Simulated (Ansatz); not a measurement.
```xyz
18

C     2.5152    0.7494    1.3737
N     1.1119    0.6164    1.2646
Nb   -0.5420    0.3137    0.7984
Cl   -1.5505    2.4089    1.0069
Cl   -1.3408   -1.0472    2.5191
C    -2.0891   -0.4991   -1.0378
C    -1.2547    0.5123   -1.5585
C     0.0828    0.0602   -1.4990
C     0.0751   -1.2328   -0.9222
C    -1.2694   -1.5714   -0.6397
H     2.7901    1.7996    1.5208
H     2.8879    0.1780    2.2308
H     3.0250    0.3854    0.4729
H    -3.1590   -0.4339   -0.9081
H    -1.5778    1.4796   -1.9110
H     0.9555    0.6070   -1.8223
H     0.9414   -1.8467   -0.7274
H    -1.6018   -2.4794   -0.1611
```

Total charge 0; spin multiplicity 1. Nb: def2 effective core potential.

(1) List the PBE0/def2-TZVPP orbital energies in eV (the Gaussian-basis code of Ansatz). (Estimate.)

Results:

(1) Ansatz gave: Occupied: -2766.62, -2766.62, -391.50, -279.30, -279.29, -279.28, -279.26, -279.15, -279.09, -258.47, -258.47, -196.70, -196.70, -196.65, -196.65, -196.62, -196.62, -65.95, -40.44, -40.18, -40.13, -25.69, -23.74, -21.87, -21.76, -20.86, -20.84, -17.66, -16.12, -16.08, -15.69, -12.56, -12.49, -12.36, -12.16, -11.97, -11.72, -11.51, -11.48, -10.08, -10.02, -9.57, -9.47, -9.16, -8.81, -8.44, -7.70, -7.48, -7.11. Lowest empty: -2.13, -0.98, -0.67, -0.53, 0.16, 0.60, 1.01, 1.07.
